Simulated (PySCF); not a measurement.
## Electron correlation in S³⁺ (sulfur, charge +3)

[Ne] 3s2 3p1, 2P determinant. All numbers are calculated (PySCF 2.14, the non-relativistic Hamiltonian (point nucleus), in aug-cc-pwCVQZ (10s9p7d5f3g, 134 functions)). Frozen: [Ne]; 3 electrons correlated.

MP2 pair energies summed by pair of shells (mhartree):

```tsv
pair	energy	share (%)
3s-3s	-29.12	53.8
3s-3p	-24.96	46.2
```

Total MP2 correlation energy: -54.09 mhartree.

Same-spin part -3.33 and opposite-spin part -50.76 mhartree; SCS-MP2 scales them by 1/3 and 6/5 to -62.02 mhartree.
